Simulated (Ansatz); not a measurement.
def2 core potentials replace the inner electrons of Sn.

Species: C5H12O3Sn, SMILES `[O](C)[Sn]([O]C)([CH]=C)[O]C` (charge 0, multiplicity 1).

Computed with Ansatz (an electronic-structure program) with PBE0-D3(BJ)/def2-SVP. No frequencies were computed at this level.

Ansatz 0.2 input:
```yaml
crystal:
  periodic: [false, false, false]
  atoms:
    - { symbol: C, position_ang: [-1.901516, -0.909154, 2.73099] }
    - { symbol: C, position_ang: [-1.540339, 0.221729, 2.168592] }
    - { symbol: Sn, position_ang: [-0.143627, 0.295962, 0.484444] }
    - { symbol: O, position_ang: [-0.752627, 0.897729, -1.381945] }
    - { symbol: C, position_ang: [-1.694268, 0.211161, -2.157639] }
    - { symbol: O, position_ang: [1.387417, 1.552109, 0.865985] }
    - { symbol: C, position_ang: [2.152661, 2.221837, -0.10328] }
    - { symbol: O, position_ang: [0.462781, -1.639715, 0.247138] }
    - { symbol: C, position_ang: [1.487419, -2.05485, -0.610598] }
    - { symbol: H, position_ang: [-1.521655, -1.861246, 2.400235] }
    - { symbol: H, position_ang: [-2.593775, -0.921684, 3.563187] }
    - { symbol: H, position_ang: [-1.894209, 1.193034, 2.480947] }
    - { symbol: H, position_ang: [-1.661328, 0.667888, -3.150067] }
    - { symbol: H, position_ang: [-1.461617, -0.852127, -2.256042] }
    - { symbol: H, position_ang: [-2.706661, 0.313856, -1.758302] }
    - { symbol: H, position_ang: [2.735709, 2.967716, 0.442907] }
    - { symbol: H, position_ang: [1.530198, 2.730947, -0.841205] }
    - { symbol: H, position_ang: [2.838618, 1.544495, -0.619004] }
    - { symbol: H, position_ang: [2.467166, -1.699976, -0.277845] }
    - { symbol: H, position_ang: [1.325889, -1.73145, -1.643959] }
    - { symbol: H, position_ang: [1.483764, -3.148162, -0.584538] }
basis:
  gaussian: { orbitals: def2-svp }
hamiltonian:
  xc: pbe0
  dispersion: d3bj
relax:
  max_steps: 150
```

Output:

```
[...]
relax step   1: F+E_penalty+E_count = -17330.74284516 eV  Δ(F+E_penalty+E_count) = +0.000e0 eV  max|allowed force component| = 1.498e0 eV/Å  Δτ_max = 0.0000 Å  (30 SCF iters, accepted)
these checks for a lower state are left out or cut short: starts, cluster_reference, orbital_swaps, neighbouring_geometries, increment
2272 factors; integrals over basis functions are off by at most 4.0e-4 eV
mean field -17330.53543856 eV, -636.8854303083 hartree, gradient 1.5e-5 eV, S^2 0.000000; 0 other end points of the search recorded, 0 dependent functions left out
reference -17330.53547735 eV, -636.8854317336 hartree; 44, 44 occupied and 154, 154 virtual orbitals, 2272 factors
relax step   2: F+E_penalty+E_count = -17330.97687673 eV  Δ(F+E_penalty+E_count) = -2.340e-1 eV  max|allowed force component| = 3.399e-1 eV/Å  Δτ_max = 0.1860 Å  (31 SCF iters, accepted)
these checks for a lower state are left out or cut short: starts, cluster_reference, orbital_swaps, neighbouring_geometries, increment
2272 factors; integrals over basis functions are off by at most 4.0e-4 eV
mean field evaluation 32: about -17330.5382 eV, gradient 1.3e-5 eV
mean field -17330.53818962 eV, -636.8855314079 hartree, gradient 1.3e-5 eV, S^2 0.000000; 0 other end points of the search recorded, 0 dependent functions left out
reference -17330.53822855 eV, -636.8855328386 hartree; 44, 44 occupied and 154, 154 virtual orbitals, 2272 factors
relax step   3: F+E_penalty+E_count = -17330.97899288 eV  Δ(F+E_penalty+E_count) = -2.116e-3 eV  max|allowed force component| = 4.029e-1 eV/Å  Δτ_max = 0.1519 Å  (32 SCF iters, accepted)
these checks for a lower state are left out or cut short: starts, cluster_reference, orbital_swaps, neighbouring_geometries, increment
2272 factors; integrals over basis functions are off by at most 4.1e-4 eV
mean field -17330.54972068 eV, -636.8859551664 hartree, gradient 2.2e-5 eV, S^2 0.000000; 0 other end points of the search recorded, 0 dependent functions left out
reference -17330.54975958 eV, -636.8859565960 hartree; 44, 44 occupied and 154, 154 virtual orbitals, 2272 factors
relax step   4: F+E_penalty+E_count = -17330.98998529 eV  Δ(F+E_penalty+E_count) = -1.099e-2 eV  max|allowed force component| = 4.837e-1 eV/Å  Δτ_max = 0.1126 Å  (31 SCF iters, accepted)
these checks for a lower state are left out or cut short: starts, cluster_reference, orbital_swaps, neighbouring_geometries, increment
2272 factors; integrals over basis functions are off by at most 3.9e-4 eV
mean field -17330.54921678 eV, -636.8859366486 hartree, gradient 2.0e-5 eV, S^2 0.000000; 0 other end points of the search recorded, 0 dependent functions left out
reference -17330.54925550 eV, -636.8859380715 hartree; 44, 44 occupied and 154, 154 virtual orbitals, 2272 factors
relax step   5: F+E_penalty+E_count = -17330.99663465 eV  Δ(F+E_penalty+E_count) = -6.649e-3 eV  max|allowed force component| = 1.657e-1 eV/Å  Δτ_max = 0.1329 Å  (31 SCF iters, accepted)
these checks for a lower state are left out or cut short: starts, cluster_reference, orbital_swaps, neighbouring_geometries, increment
2272 factors; integrals over basis functions are off by at most 4.0e-4 eV
mean field -17330.51560800 eV, -636.8847015487 hartree, gradient 1.4e-5 eV, S^2 0.000000; 0 other end points of the search recorded, 0 dependent functions left out
reference -17330.51564676 eV, -636.8847029730 hartree; 44, 44 occupied and 154, 154 virtual orbitals, 2272 factors
relax step   6: F+E_penalty+E_count = -17330.96162995 eV  Δ(F+E_penalty+E_count) = +3.500e-2 eV  max|allowed force component| = 3.536e-1 eV/Å  Δτ_max = 0.1376 Å  (32 SCF iters, rejected (line search))
these checks for a lower state are left out or cut short: starts, cluster_reference, orbital_swaps, neighbouring_geometries, increment
2272 factors; integrals over basis functions are off by at most 4.0e-4 eV
mean field -17330.55936402 eV, -636.8863095525 hartree, gradient 1.8e-5 eV, S^2 0.000000; 0 other end points of the search recorded, 0 dependent functions left out
reference -17330.55940282 eV, -636.8863109787 hartree; 44, 44 occupied and 154, 154 virtual orbitals, 2272 factors
relax step   7: F+E_penalty+E_count = -17331.00465111 eV  Δ(F+E_penalty+E_count) = -8.016e-3 eV  max|allowed force component| = 4.460e-2 eV/Å  Δτ_max = 0.0688 Å  (31 SCF iters, accepted)
these checks for a lower state are left out or cut short: starts, cluster_reference, orbital_swaps, neighbouring_geometries, increment
2272 factors; integrals over basis functions are off by at most 4.0e-4 eV
mean field evaluation 64: about -17330.5605 eV, gradient 2.7e-1 eV
mean field -17330.56073384 eV, -636.8863598928 hartree, gradient 1.7e-5 eV, S^2 0.000000; 0 other end points of the search recorded, 0 dependent functions left out
reference -17330.56077268 eV, -636.8863613202 hartree; 44, 44 occupied and 154, 154 virtual orbitals, 2272 factors
relax step   8: F+E_penalty+E_count = -17331.00530396 eV  Δ(F+E_penalty+E_count) = -6.529e-4 eV  max|allowed force component| = 2.544e-2 eV/Å  Δτ_max = 0.0310 Å  (32 SCF iters, accepted)
these checks for a lower state are left out or cut short: starts, cluster_reference, orbital_swaps, neighbouring_geometries, increment
2272 factors; integrals over basis functions are off by at most 4.0e-4 eV
mean field -17330.56152004 eV, -636.8863887851 hartree, gradient 1.7e-5 eV, S^2 0.000000; 0 other end points of the search recorded, 0 dependent functions left out
reference -17330.56155888 eV, -636.8863902125 hartree; 44, 44 occupied and 154, 154 virtual orbitals, 2272 factors
relax step   9: F+E_penalty+E_count = -17331.00599989 eV  Δ(F+E_penalty+E_count) = -6.959e-4 eV  max|allowed force component| = 1.577e-2 eV/Å  Δτ_max = 0.0270 Å  (32 SCF iters, accepted)
these checks for a lower state are left out or cut short: starts, cluster_reference, orbital_swaps, neighbouring_geometries, increment
2272 factors; integrals over basis functions are off by at most 3.9e-4 eV
mean field -17330.56230777 eV, -636.8864177334 hartree, gradient 1.7e-5 eV, S^2 0.000000; 0 other end points of the search recorded, 0 dependent functions left out
reference -17330.56234664 eV, -636.8864191620 hartree; 44, 44 occupied and 154, 154 virtual orbitals, 2272 factors
relax step  10: F+E_penalty+E_count = -17331.00650678 eV  Δ(F+E_penalty+E_count) = -5.069e-4 eV  max|allowed force component| = 3.200e-2 eV/Å  Δτ_max = 0.0486 Å  (32 SCF iters, accepted)
these checks for a lower state are left out or cut short: starts, cluster_reference, orbital_swaps, neighbouring_geometries, increment
2272 factors; integrals over basis functions are off by at most 3.9e-4 eV
mean field -17330.56255940 eV, -636.8864269806 hartree, gradient 1.7e-5 eV, S^2 0.000000; 0 other end points of the search recorded, 0 dependent functions left out
reference -17330.56259830 eV, -636.8864284102 hartree; 44, 44 occupied and 154, 154 virtual orbitals, 2272 factors
relax step  11: F+E_penalty+E_count = -17331.00665268 eV  Δ(F+E_penalty+E_count) = -1.459e-4 eV  max|allowed force component| = 4.447e-2 eV/Å  Δτ_max = 0.0445 Å  (32 SCF iters, accepted)
these checks for a lower state are left out or cut short: starts, cluster_reference, orbital_swaps, neighbouring_geometries, increment
2272 factors; integrals over basis functions are off by at most 4.0e-4 eV
mean field evaluation 96: about -17330.5625 eV, gradient 1.7e-5 eV
mean field -17330.56245061 eV, -636.8864229830 hartree, gradient 1.7e-5 eV, S^2 0.000000; 0 other end points of the search recorded, 0 dependent functions left out
reference -17330.56248952 eV, -636.8864244128 hartree; 44, 44 occupied and 154, 154 virtual orbitals, 2272 factors
relax step  12: F+E_penalty+E_count = -17331.00660465 eV  Δ(F+E_penalty+E_count) = +4.803e-5 eV  max|allowed force component| = 6.972e-2 eV/Å  Δτ_max = 0.0479 Å  (32 SCF iters, rejected (line search))
these checks for a lower state are left out or cut short: starts, cluster_reference, orbital_swaps, neighbouring_geometries, increment
2272 factors; integrals over basis functions are off by at most 4.0e-4 eV
mean field -17330.56284288 eV, -636.8864373986 hartree, gradient 1.7e-5 eV, S^2 0.000000; 0 other end points of the search recorded, 0 dependent functions left out
reference -17330.56288179 eV, -636.8864388282 hartree; 44, 44 occupied and 154, 154 virtual orbitals, 2272 factors
relax step  13: F+E_penalty+E_count = -17331.00707676 eV  Δ(F+E_penalty+E_count) = -4.241e-4 eV  max|allowed force component| = 1.683e-2 eV/Å  Δτ_max = 0.0184 Å  (33 SCF iters, accepted)
these checks for a lower state are left out or cut short: starts, cluster_reference, orbital_swaps, neighbouring_geometries, increment
2272 factors; integrals over basis functions are off by at most 4.0e-4 eV
mean field -17330.56291474 eV, -636.8864400392 hartree, gradient 1.7e-5 eV, S^2 0.000000; 0 other end points of the search recorded, 0 dependent functions left out
reference -17330.56295364 eV, -636.8864414688 hartree; 44, 44 occupied and 154, 154 virtual orbitals, 2272 factors
relax step  14: F+E_penalty+E_count = -17331.00718402 eV  Δ(F+E_penalty+E_count) = -1.073e-4 eV  max|allowed force component| = 1.992e-2 eV/Å  Δτ_max = 0.0223 Å  (32 SCF iters, accepted)
these checks for a lower state are left out or cut short: starts, cluster_reference, orbital_swaps, neighbouring_geometries, increment
2272 factors; integrals over basis functions are off by at most 4.0e-4 eV
mean field -17330.56296685 eV, -636.8864419544 hartree, gradient 1.7e-5 eV, S^2 0.000000; 0 other end points of the search recorded, 0 dependent functions left out
reference -17330.56300576 eV, -636.8864433840 hartree; 44, 44 occupied and 154, 154 virtual orbitals, 2272 factors
relax step  15: F+E_penalty+E_count = -17331.00726536 eV  Δ(F+E_penalty+E_count) = -8.134e-5 eV  max|allowed force component| = 2.128e-2 eV/Å  Δτ_max = 0.0269 Å  (32 SCF iters, accepted)
these checks for a lower state are left out or cut short: starts, cluster_reference, orbital_swaps, neighbouring_geometries, increment
2272 factors; integrals over basis functions are off by at most 4.0e-4 eV
mean field -17330.56299704 eV, -636.8864430638 hartree, gradient 2.3e-5 eV, S^2 0.000000; 0 other end points of the search recorded, 0 dependent functions left out
reference -17330.56303595 eV, -636.8864444935 hartree; 44, 44 occupied and 154, 154 virtual orbitals, 2272 factors
relax step  16: F+E_penalty+E_count = -17331.00729502 eV  Δ(F+E_penalty+E_count) = -2.966e-5 eV  max|allowed force component| = 1.553e-2 eV/Å  Δτ_max = 0.0113 Å  (24 SCF iters, accepted)
these checks for a lower state are left out or cut short: starts, cluster_reference, orbital_swaps, neighbouring_geometries, increment
2272 factors; integrals over basis functions are off by at most 4.0e-4 eV
mean field evaluation 128: about -17330.5630 eV, gradient 2.4e-5 eV
mean field -17330.56302333 eV, -636.8864440297 hartree, gradient 2.4e-5 eV, S^2 0.000000; 0 other end points of the search recorded, 0 dependent functions left out
reference -17330.56306223 eV, -636.8864454593 hartree; 44, 44 occupied and 154, 154 virtual orbitals, 2272 factors
relax step  17: F+E_penalty+E_count = -17331.00731703 eV  Δ(F+E_penalty+E_count) = -2.202e-5 eV  max|allowed force component| = 4.731e-3 eV/Å  Δτ_max = 0.0067 Å  (24 SCF iters, accepted)
2272 factors; integrals over basis functions are off by at most 4.0e-4 eV
mean field -17330.56302333 eV, -636.8864440297 hartree, gradient 2.4e-5 eV, S^2 0.000000; 1 other end points of the search recorded, 0 dependent functions left out
reference -17330.56306223 eV, -636.8864454593 hartree; 44, 44 occupied and 154, 154 virtual orbitals, 2272 factors
Total energy: -17331.00735594 eV, -636.9027729520 hartree
Atom 0 at    -1.857362    -0.937834     2.634966 Å, force     0.000589     0.000123     0.002698 eV/Å
Atom 1 at    -1.591815     0.247160     2.079850 Å, force    -0.001858    -0.000455     0.003001 eV/Å
Atom 2 at    -0.187492     0.347624     0.510598 Å, force     0.000658     0.001502    -0.001446 eV/Å
Atom 3 at    -0.780628     1.004707    -1.264601 Å, force     0.001702     0.001281     0.001406 eV/Å
Atom 4 at    -1.680766     0.266442    -2.041751 Å, force    -0.000440    -0.001154    -0.001396 eV/Å
Atom 5 at     1.349969     1.523755     0.875660 Å, force    -0.001445    -0.001620    -0.000519 eV/Å
Atom 6 at     2.167853     2.001347    -0.160493 Å, force     0.001766     0.004562    -0.003235 eV/Å
Atom 7 at     0.376407    -1.535857     0.252984 Å, force    -0.004183     0.000591     0.003126 eV/Å
Atom 8 at     1.470689    -1.870747    -0.551305 Å, force     0.004091    -0.002443    -0.003434 eV/Å
Atom 9 at    -1.361229    -1.856424     2.303811 Å, force    -0.000427     0.001145    -0.001889 eV/Å
Atom 10 at    -2.583248    -1.033447     3.451311 Å, force     0.000205    -0.000602    -0.000570 eV/Å
Atom 11 at    -2.088446     1.161402     2.420094 Å, force     0.001213     0.000158    -0.002205 eV/Å
Atom 12 at    -1.759340     0.741082    -3.034578 Å, force     0.000291     0.000628    -0.000264 eV/Å
Atom 13 at    -1.360792    -0.781620    -2.198870 Å, force     0.000611    -0.000950     0.000110 eV/Å
Atom 14 at    -2.700354     0.239259    -1.609453 Å, force    -0.001340     0.000117     0.000787 eV/Å
Atom 15 at     2.708753     2.891101     0.204375 Å, force    -0.002315    -0.004731    -0.001579 eV/Å
Atom 16 at     1.598256     2.295380    -1.060297 Å, force     0.002270    -0.002002     0.004304 eV/Å
Atom 17 at     2.926151     1.256149    -0.469602 Å, force    -0.001511     0.002733     0.000765 eV/Å
Atom 18 at     2.430288    -1.496254    -0.145439 Å, force     0.000702     0.000233     0.000707 eV/Å
Atom 19 at     1.377603    -1.492931    -1.588384 Å, force    -0.000474     0.000183    -0.000383 eV/Å
Atom 20 at     1.545501    -2.970194    -0.608875 Å, force    -0.000104     0.000701     0.000016 eV/Å
Dipole moment:    -0.252566    -0.152483     0.029207 e Å
```

Cost: around 10 core-minutes (rough).
